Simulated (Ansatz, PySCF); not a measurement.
Breaking a bond: BrCl, singlet.

Methods: UHF/cc-pVTZ (PySCF); RHF/cc-pVTZ (PySCF); UKS-r2SCAN = unrestricted r2SCAN/cc-pVTZ (PySCF); RKS-r2SCAN = restricted r2SCAN/cc-pVTZ (PySCF); UKS-PBE0 = unrestricted PBE0/cc-pVTZ run with PySCF; RKS-PBE0 = restricted PBE0/cc-pVTZ in PySCF; UKS-PBE = unrestricted PBE/cc-pVTZ (Ansatz, a quantum-chemistry and plane-wave program); RKS-PBE = Ansatz with restricted PBE/cc-pVTZ; UKS-B3LYP/6-31G* = unrestricted B3LYP/6-31G*, spherical d (PySCF); RKS-B3LYP/6-31G* = restricted B3LYP/6-31G*, spherical d (PySCF 2.14.0); UKS-LDA (SVWN5)/6-31G* = unrestricted LDA (SVWN5)/6-31G*, spherical d in PySCF; RKS-LDA (SVWN5)/6-31G* = restricted LDA (SVWN5)/6-31G*, spherical d (PySCF 2.14.0); UKS-M06-2X/6-31G* = unrestricted M06-2X/6-31G*, spherical d (PySCF); RKS-M06-2X/6-31G* = restricted M06-2X/6-31G*, spherical d (PySCF).

Scanned distances (Å): 1.71, 1.81, 1.93, 2.00, 2.08, 2.13, 2.24, 2.28, 2.35, 2.47, 2.66, 2.89, 3.16, 3.53, 3.88, 4.24, 4.78, 5.21, 5.78, 6.30, 7.52, 8.61.

Question: Where does the unrestricted solution first break spin symmetry (<S²> of 0.01 or more)?

Answer: UHF: between 2.28 and 2.35 Å; UKS-r2SCAN: between 2.47 and 2.66 Å; UKS-PBE0: between 2.47 and 2.66 Å; UKS-PBE: between 2.47 and 2.66 Å; UKS-B3LYP/6-31G*: between 2.47 and 2.66 Å; UKS-LDA (SVWN5)/6-31G*: between 2.66 and 2.89 Å; UKS-M06-2X/6-31G*: between 2.47 and 2.66 Å.

```json
[
 {"R / Å": "1.71", "<S²> UHF": "0.00", "E(RHF) − E(UHF) / eV": "0.000", "<S²> UKS-r2SCAN": "0.00", "E(RKS-r2SCAN) − E(UKS-r2SCAN) / eV": "0.000", "<S²> UKS-PBE0": "0.00", "E(RKS-PBE0) − E(UKS-PBE0) / eV": "0.000", "<S²> UKS-PBE": "0.00", "E(RKS-PBE) − E(UKS-PBE) / eV": "0.000", "<S²> UKS-B3LYP/6-31G*": "0.00", "E(RKS-B3LYP/6-31G*) − E(UKS-B3LYP/6-31G*) / eV": "0.000", "<S²> UKS-LDA (SVWN5)/6-31G*": "0.00", "E(RKS-LDA (SVWN5)/6-31G*) − E(UKS-LDA (SVWN5)/6-31G*) / eV": "0.000", "<S²> UKS-M06-2X/6-31G*": "0.00", "E(RKS-M06-2X/6-31G*) − E(UKS-M06-2X/6-31G*) / eV": "0.000"},
 {"R / Å": "1.81", "<S²> UHF": "0.00", "E(RHF) − E(UHF) / eV": "0.000", "<S²> UKS-r2SCAN": "0.00", "E(RKS-r2SCAN) − E(UKS-r2SCAN) / eV": "0.000", "<S²> UKS-PBE0": "0.00", "E(RKS-PBE0) − E(UKS-PBE0) / eV": "0.000", "<S²> UKS-PBE": "0.00", "E(RKS-PBE) − E(UKS-PBE) / eV": "0.000", "<S²> UKS-B3LYP/6-31G*": "0.00", "E(RKS-B3LYP/6-31G*) − E(UKS-B3LYP/6-31G*) / eV": "0.000", "<S²> UKS-LDA (SVWN5)/6-31G*": "0.00", "E(RKS-LDA (SVWN5)/6-31G*) − E(UKS-LDA (SVWN5)/6-31G*) / eV": "0.000", "<S²> UKS-M06-2X/6-31G*": "0.00", "E(RKS-M06-2X/6-31G*) − E(UKS-M06-2X/6-31G*) / eV": "0.000"},
 {"R / Å": "1.93", "<S²> UHF": "0.00", "E(RHF) − E(UHF) / eV": "0.000", "<S²> UKS-r2SCAN": "0.00", "E(RKS-r2SCAN) − E(UKS-r2SCAN) / eV": "0.000", "<S²> UKS-PBE0": "0.00", "E(RKS-PBE0) − E(UKS-PBE0) / eV": "0.000", "<S²> UKS-PBE": "0.00", "E(RKS-PBE) − E(UKS-PBE) / eV": "0.000", "<S²> UKS-B3LYP/6-31G*": "0.00", "E(RKS-B3LYP/6-31G*) − E(UKS-B3LYP/6-31G*) / eV": "0.000", "<S²> UKS-LDA (SVWN5)/6-31G*": "0.00", "E(RKS-LDA (SVWN5)/6-31G*) − E(UKS-LDA (SVWN5)/6-31G*) / eV": "0.000", "<S²> UKS-M06-2X/6-31G*": "0.00", "E(RKS-M06-2X/6-31G*) − E(UKS-M06-2X/6-31G*) / eV": "0.000"},
 {"R / Å": "2.00", "<S²> UHF": "0.00", "E(RHF) − E(UHF) / eV": "0.000", "<S²> UKS-r2SCAN": "0.00", "E(RKS-r2SCAN) − E(UKS-r2SCAN) / eV": "0.000", "<S²> UKS-PBE0": "0.00", "E(RKS-PBE0) − E(UKS-PBE0) / eV": "0.000", "<S²> UKS-PBE": "0.00", "E(RKS-PBE) − E(UKS-PBE) / eV": "0.000", "<S²> UKS-B3LYP/6-31G*": "0.00", "E(RKS-B3LYP/6-31G*) − E(UKS-B3LYP/6-31G*) / eV": "0.000", "<S²> UKS-LDA (SVWN5)/6-31G*": "0.00", "E(RKS-LDA (SVWN5)/6-31G*) − E(UKS-LDA (SVWN5)/6-31G*) / eV": "0.000", "<S²> UKS-M06-2X/6-31G*": "0.00", "E(RKS-M06-2X/6-31G*) − E(UKS-M06-2X/6-31G*) / eV": "0.000"},
 {"R / Å": "2.08", "<S²> UHF": "0.00", "E(RHF) − E(UHF) / eV": "0.000", "<S²> UKS-r2SCAN": "0.00", "E(RKS-r2SCAN) − E(UKS-r2SCAN) / eV": "0.000", "<S²> UKS-PBE0": "0.00", "E(RKS-PBE0) − E(UKS-PBE0) / eV": "0.000", "<S²> UKS-PBE": "0.00", "E(RKS-PBE) − E(UKS-PBE) / eV": "0.000", "<S²> UKS-B3LYP/6-31G*": "0.00", "E(RKS-B3LYP/6-31G*) − E(UKS-B3LYP/6-31G*) / eV": "0.000", "<S²> UKS-LDA (SVWN5)/6-31G*": "0.00", "E(RKS-LDA (SVWN5)/6-31G*) − E(UKS-LDA (SVWN5)/6-31G*) / eV": "0.000", "<S²> UKS-M06-2X/6-31G*": "0.00", "E(RKS-M06-2X/6-31G*) − E(UKS-M06-2X/6-31G*) / eV": "0.000"},
 {"R / Å": "2.13", "<S²> UHF": "0.00", "E(RHF) − E(UHF) / eV": "0.000", "<S²> UKS-r2SCAN": "0.00", "E(RKS-r2SCAN) − E(UKS-r2SCAN) / eV": "0.000", "<S²> UKS-PBE0": "0.00", "E(RKS-PBE0) − E(UKS-PBE0) / eV": "0.000", "<S²> UKS-PBE": "0.00", "E(RKS-PBE) − E(UKS-PBE) / eV": "0.000", "<S²> UKS-B3LYP/6-31G*": "0.00", "E(RKS-B3LYP/6-31G*) − E(UKS-B3LYP/6-31G*) / eV": "0.000", "<S²> UKS-LDA (SVWN5)/6-31G*": "0.00", "E(RKS-LDA (SVWN5)/6-31G*) − E(UKS-LDA (SVWN5)/6-31G*) / eV": "0.000", "<S²> UKS-M06-2X/6-31G*": "0.00", "E(RKS-M06-2X/6-31G*) − E(UKS-M06-2X/6-31G*) / eV": "0.000"},
 {"R / Å": "2.24", "<S²> UHF": "0.00", "E(RHF) − E(UHF) / eV": "0.000", "<S²> UKS-r2SCAN": "0.00", "E(RKS-r2SCAN) − E(UKS-r2SCAN) / eV": "0.000", "<S²> UKS-PBE0": "0.00", "E(RKS-PBE0) − E(UKS-PBE0) / eV": "0.000", "<S²> UKS-PBE": "0.00", "E(RKS-PBE) − E(UKS-PBE) / eV": "0.000", "<S²> UKS-B3LYP/6-31G*": "0.00", "E(RKS-B3LYP/6-31G*) − E(UKS-B3LYP/6-31G*) / eV": "0.000", "<S²> UKS-LDA (SVWN5)/6-31G*": "0.00", "E(RKS-LDA (SVWN5)/6-31G*) − E(UKS-LDA (SVWN5)/6-31G*) / eV": "0.000", "<S²> UKS-M06-2X/6-31G*": "0.00", "E(RKS-M06-2X/6-31G*) − E(UKS-M06-2X/6-31G*) / eV": "0.000"},
 {"R / Å": "2.28", "<S²> UHF": "0.00", "E(RHF) − E(UHF) / eV": "0.000", "<S²> UKS-r2SCAN": "0.00", "E(RKS-r2SCAN) − E(UKS-r2SCAN) / eV": "0.000", "<S²> UKS-PBE0": "0.00", "E(RKS-PBE0) − E(UKS-PBE0) / eV": "0.000", "<S²> UKS-PBE": "0.00", "E(RKS-PBE) − E(UKS-PBE) / eV": "0.000", "<S²> UKS-B3LYP/6-31G*": "0.00", "E(RKS-B3LYP/6-31G*) − E(UKS-B3LYP/6-31G*) / eV": "0.000", "<S²> UKS-LDA (SVWN5)/6-31G*": "0.00", "E(RKS-LDA (SVWN5)/6-31G*) − E(UKS-LDA (SVWN5)/6-31G*) / eV": "0.000", "<S²> UKS-M06-2X/6-31G*": "0.00", "E(RKS-M06-2X/6-31G*) − E(UKS-M06-2X/6-31G*) / eV": "0.000"},
 {"R / Å": "2.35", "<S²> UHF": "0.14", "E(RHF) − E(UHF) / eV": "0.017", "<S²> UKS-r2SCAN": "0.00", "E(RKS-r2SCAN) − E(UKS-r2SCAN) / eV": "0.000", "<S²> UKS-PBE0": "0.00", "E(RKS-PBE0) − E(UKS-PBE0) / eV": "0.000", "<S²> UKS-PBE": "0.00", "E(RKS-PBE) − E(UKS-PBE) / eV": "0.000", "<S²> UKS-B3LYP/6-31G*": "0.00", "E(RKS-B3LYP/6-31G*) − E(UKS-B3LYP/6-31G*) / eV": "0.000", "<S²> UKS-LDA (SVWN5)/6-31G*": "0.00", "E(RKS-LDA (SVWN5)/6-31G*) − E(UKS-LDA (SVWN5)/6-31G*) / eV": "0.000", "<S²> UKS-M06-2X/6-31G*": "0.00", "E(RKS-M06-2X/6-31G*) − E(UKS-M06-2X/6-31G*) / eV": "0.000"},
 {"R / Å": "2.47", "<S²> UHF": "0.45", "E(RHF) − E(UHF) / eV": "0.220", "<S²> UKS-r2SCAN": "0.00", "E(RKS-r2SCAN) − E(UKS-r2SCAN) / eV": "0.000", "<S²> UKS-PBE0": "0.00", "E(RKS-PBE0) − E(UKS-PBE0) / eV": "0.000", "<S²> UKS-PBE": "0.00", "E(RKS-PBE) − E(UKS-PBE) / eV": "0.000", "<S²> UKS-B3LYP/6-31G*": "0.00", "E(RKS-B3LYP/6-31G*) − E(UKS-B3LYP/6-31G*) / eV": "0.000", "<S²> UKS-LDA (SVWN5)/6-31G*": "0.00", "E(RKS-LDA (SVWN5)/6-31G*) − E(UKS-LDA (SVWN5)/6-31G*) / eV": "0.000", "<S²> UKS-M06-2X/6-31G*": "0.00", "E(RKS-M06-2X/6-31G*) − E(UKS-M06-2X/6-31G*) / eV": "0.000"},
 {"R / Å": "2.66", "<S²> UHF": "0.72", "E(RHF) − E(UHF) / eV": "0.793", "<S²> UKS-r2SCAN": "0.22", "E(RKS-r2SCAN) − E(UKS-r2SCAN) / eV": "0.013", "<S²> UKS-PBE0": "0.05", "E(RKS-PBE0) − E(UKS-PBE0) / eV": "0.000", "<S²> UKS-PBE": "0.05", "E(RKS-PBE) − E(UKS-PBE) / eV": "0.000", "<S²> UKS-B3LYP/6-31G*": "0.04", "E(RKS-B3LYP/6-31G*) − E(UKS-B3LYP/6-31G*) / eV": "0.000", "<S²> UKS-LDA (SVWN5)/6-31G*": "0.00", "E(RKS-LDA (SVWN5)/6-31G*) − E(UKS-LDA (SVWN5)/6-31G*) / eV": "0.000", "<S²> UKS-M06-2X/6-31G*": "0.13", "E(RKS-M06-2X/6-31G*) − E(UKS-M06-2X/6-31G*) / eV": "0.007"},
 {"R / Å": "2.89", "<S²> UHF": "0.88", "E(RHF) − E(UHF) / eV": "1.599", "<S²> UKS-r2SCAN": "0.61", "E(RKS-r2SCAN) − E(UKS-r2SCAN) / eV": "0.124", "<S²> UKS-PBE0": "0.56", "E(RKS-PBE0) − E(UKS-PBE0) / eV": "0.125", "<S²> UKS-PBE": "0.53", "E(RKS-PBE) − E(UKS-PBE) / eV": "0.074", "<S²> UKS-B3LYP/6-31G*": "0.51", "E(RKS-B3LYP/6-31G*) − E(UKS-B3LYP/6-31G*) / eV": "0.070", "<S²> UKS-LDA (SVWN5)/6-31G*": "0.47", "E(RKS-LDA (SVWN5)/6-31G*) − E(UKS-LDA (SVWN5)/6-31G*) / eV": "0.052", "<S²> UKS-M06-2X/6-31G*": "0.68", "E(RKS-M06-2X/6-31G*) − E(UKS-M06-2X/6-31G*) / eV": "0.362"},
 {"R / Å": "3.16", "<S²> UHF": "0.97", "E(RHF) − E(UHF) / eV": "2.483", "<S²> UKS-r2SCAN": "0.85", "E(RKS-r2SCAN) − E(UKS-r2SCAN) / eV": "0.359", "<S²> UKS-PBE0": "0.85", "E(RKS-PBE0) − E(UKS-PBE0) / eV": "0.507", "<S²> UKS-PBE": "0.80", "E(RKS-PBE) − E(UKS-PBE) / eV": "0.222", "<S²> UKS-B3LYP/6-31G*": "0.81", "E(RKS-B3LYP/6-31G*) − E(UKS-B3LYP/6-31G*) / eV": "0.322", "<S²> UKS-LDA (SVWN5)/6-31G*": "0.76", "E(RKS-LDA (SVWN5)/6-31G*) − E(UKS-LDA (SVWN5)/6-31G*) / eV": "—", "<S²> UKS-M06-2X/6-31G*": "0.86", "E(RKS-M06-2X/6-31G*) − E(UKS-M06-2X/6-31G*) / eV": "0.943"},
 {"R / Å": "3.53", "<S²> UHF": "1.01", "E(RHF) − E(UHF) / eV": "3.472", "<S²> UKS-r2SCAN": "0.97", "E(RKS-r2SCAN) − E(UKS-r2SCAN) / eV": "—", "<S²> UKS-PBE0": "0.98", "E(RKS-PBE0) − E(UKS-PBE0) / eV": "1.054", "<S²> UKS-PBE": "0.94", "E(RKS-PBE) − E(UKS-PBE) / eV": "0.408", "<S²> UKS-B3LYP/6-31G*": "0.96", "E(RKS-B3LYP/6-31G*) − E(UKS-B3LYP/6-31G*) / eV": "0.767", "<S²> UKS-LDA (SVWN5)/6-31G*": "0.92", "E(RKS-LDA (SVWN5)/6-31G*) − E(UKS-LDA (SVWN5)/6-31G*) / eV": "—", "<S²> UKS-M06-2X/6-31G*": "0.97", "E(RKS-M06-2X/6-31G*) − E(UKS-M06-2X/6-31G*) / eV": "1.604"},
 {"R / Å": "3.88", "<S²> UHF": "1.02", "E(RHF) − E(UHF) / eV": "4.160", "<S²> UKS-r2SCAN": "1.01", "E(RKS-r2SCAN) − E(UKS-r2SCAN) / eV": "—", "<S²> UKS-PBE0": "1.01", "E(RKS-PBE0) − E(UKS-PBE0) / eV": "1.447", "<S²> UKS-PBE": "0.99", "E(RKS-PBE) − E(UKS-PBE) / eV": "0.601", "<S²> UKS-B3LYP/6-31G*": "1.00", "E(RKS-B3LYP/6-31G*) − E(UKS-B3LYP/6-31G*) / eV": "1.112", "<S²> UKS-LDA (SVWN5)/6-31G*": "0.97", "E(RKS-LDA (SVWN5)/6-31G*) − E(UKS-LDA (SVWN5)/6-31G*) / eV": "—", "<S²> UKS-M06-2X/6-31G*": "1.00", "E(RKS-M06-2X/6-31G*) − E(UKS-M06-2X/6-31G*) / eV": "2.059"},
 {"R / Å": "4.24", "<S²> UHF": "1.02", "E(RHF) − E(UHF) / eV": "4.663", "<S²> UKS-r2SCAN": "1.01", "E(RKS-r2SCAN) − E(UKS-r2SCAN) / eV": "—", "<S²> UKS-PBE0": "1.01", "E(RKS-PBE0) − E(UKS-PBE0) / eV": "1.716", "<S²> UKS-PBE": "1.00", "E(RKS-PBE) − E(UKS-PBE) / eV": "0.763", "<S²> UKS-B3LYP/6-31G*": "1.00", "E(RKS-B3LYP/6-31G*) − E(UKS-B3LYP/6-31G*) / eV": "1.354", "<S²> UKS-LDA (SVWN5)/6-31G*": "0.99", "E(RKS-LDA (SVWN5)/6-31G*) − E(UKS-LDA (SVWN5)/6-31G*) / eV": "—", "<S²> UKS-M06-2X/6-31G*": "1.00", "E(RKS-M06-2X/6-31G*) − E(UKS-M06-2X/6-31G*) / eV": "2.397"},
 {"R / Å": "4.78", "<S²> UHF": "1.02", "E(RHF) − E(UHF) / eV": "5.161", "<S²> UKS-r2SCAN": "1.01", "E(RKS-r2SCAN) − E(UKS-r2SCAN) / eV": "—", "<S²> UKS-PBE0": "1.01", "E(RKS-PBE0) − E(UKS-PBE0) / eV": "1.952", "<S²> UKS-PBE": "1.00", "E(RKS-PBE) − E(UKS-PBE) / eV": "0.902", "<S²> UKS-B3LYP/6-31G*": "1.00", "E(RKS-B3LYP/6-31G*) − E(UKS-B3LYP/6-31G*) / eV": "1.576", "<S²> UKS-LDA (SVWN5)/6-31G*": "1.00", "E(RKS-LDA (SVWN5)/6-31G*) − E(UKS-LDA (SVWN5)/6-31G*) / eV": "—", "<S²> UKS-M06-2X/6-31G*": "1.01", "E(RKS-M06-2X/6-31G*) − E(UKS-M06-2X/6-31G*) / eV": "2.720"},
 {"R / Å": "5.21", "<S²> UHF": "1.02", "E(RHF) − E(UHF) / eV": "5.416", "<S²> UKS-r2SCAN": "1.01", "E(RKS-r2SCAN) − E(UKS-r2SCAN) / eV": "—", "<S²> UKS-PBE0": "1.01", "E(RKS-PBE0) − E(UKS-PBE0) / eV": "2.056", "<S²> UKS-PBE": "1.00", "E(RKS-PBE) − E(UKS-PBE) / eV": "0.955", "<S²> UKS-B3LYP/6-31G*": "1.00", "E(RKS-B3LYP/6-31G*) − E(UKS-B3LYP/6-31G*) / eV": "1.671", "<S²> UKS-LDA (SVWN5)/6-31G*": "1.00", "E(RKS-LDA (SVWN5)/6-31G*) − E(UKS-LDA (SVWN5)/6-31G*) / eV": "—", "<S²> UKS-M06-2X/6-31G*": "1.01", "E(RKS-M06-2X/6-31G*) − E(UKS-M06-2X/6-31G*) / eV": "2.872"},
 {"R / Å": "5.78", "<S²> UHF": "1.02", "E(RHF) − E(UHF) / eV": "5.644", "<S²> UKS-r2SCAN": "1.01", "E(RKS-r2SCAN) − E(UKS-r2SCAN) / eV": "—", "<S²> UKS-PBE0": "1.01", "E(RKS-PBE0) − E(UKS-PBE0) / eV": "2.137", "<S²> UKS-PBE": "1.01", "E(RKS-PBE) − E(UKS-PBE) / eV": "0.989", "<S²> UKS-B3LYP/6-31G*": "1.00", "E(RKS-B3LYP/6-31G*) − E(UKS-B3LYP/6-31G*) / eV": "1.742", "<S²> UKS-LDA (SVWN5)/6-31G*": "1.00", "E(RKS-LDA (SVWN5)/6-31G*) − E(UKS-LDA (SVWN5)/6-31G*) / eV": "—", "<S²> UKS-M06-2X/6-31G*": "1.01", "E(RKS-M06-2X/6-31G*) − E(UKS-M06-2X/6-31G*) / eV": "2.999"},
 {"R / Å": "6.30", "<S²> UHF": "1.02", "E(RHF) − E(UHF) / eV": "5.787", "<S²> UKS-r2SCAN": "1.01", "E(RKS-r2SCAN) − E(UKS-r2SCAN) / eV": "—", "<S²> UKS-PBE0": "1.01", "E(RKS-PBE0) − E(UKS-PBE0) / eV": "2.181", "<S²> UKS-PBE": "1.01", "E(RKS-PBE) − E(UKS-PBE) / eV": "1.003", "<S²> UKS-B3LYP/6-31G*": "1.00", "E(RKS-B3LYP/6-31G*) − E(UKS-B3LYP/6-31G*) / eV": "1.780", "<S²> UKS-LDA (SVWN5)/6-31G*": "1.00", "E(RKS-LDA (SVWN5)/6-31G*) − E(UKS-LDA (SVWN5)/6-31G*) / eV": "—", "<S²> UKS-M06-2X/6-31G*": "1.01", "E(RKS-M06-2X/6-31G*) − E(UKS-M06-2X/6-31G*) / eV": "3.077"},
 {"R / Å": "7.52", "<S²> UHF": "1.02", "E(RHF) − E(UHF) / eV": "6.006", "<S²> UKS-r2SCAN": "1.01", "E(RKS-r2SCAN) − E(UKS-r2SCAN) / eV": "—", "<S²> UKS-PBE0": "1.01", "E(RKS-PBE0) − E(UKS-PBE0) / eV": "2.241", "<S²> UKS-PBE": "1.01", "E(RKS-PBE) − E(UKS-PBE) / eV": "1.009", "<S²> UKS-B3LYP/6-31G*": "1.00", "E(RKS-B3LYP/6-31G*) − E(UKS-B3LYP/6-31G*) / eV": "1.827", "<S²> UKS-LDA (SVWN5)/6-31G*": "1.00", "E(RKS-LDA (SVWN5)/6-31G*) − E(UKS-LDA (SVWN5)/6-31G*) / eV": "—", "<S²> UKS-M06-2X/6-31G*": "1.01", "E(RKS-M06-2X/6-31G*) − E(UKS-M06-2X/6-31G*) / eV": "3.194"},
 {"R / Å": "8.61", "<S²> UHF": "1.02", "E(RHF) − E(UHF) / eV": "6.137", "<S²> UKS-r2SCAN": "1.01", "E(RKS-r2SCAN) − E(UKS-r2SCAN) / eV": "—", "<S²> UKS-PBE0": "1.01", "E(RKS-PBE0) − E(UKS-PBE0) / eV": "2.273", "<S²> UKS-PBE": "1.01", "E(RKS-PBE) − E(UKS-PBE) / eV": "1.010", "<S²> UKS-B3LYP/6-31G*": "1.00", "E(RKS-B3LYP/6-31G*) − E(UKS-B3LYP/6-31G*) / eV": "1.853", "<S²> UKS-LDA (SVWN5)/6-31G*": "1.00", "E(RKS-LDA (SVWN5)/6-31G*) − E(UKS-LDA (SVWN5)/6-31G*) / eV": "—", "<S²> UKS-M06-2X/6-31G*": "1.01", "E(RKS-M06-2X/6-31G*) − E(UKS-M06-2X/6-31G*) / eV": "3.264"}
]
```

Dashes: no converged value, or the column stops at the first point that the program doubted or that broke a chosen test of continuity, which isn't proof of a fault.
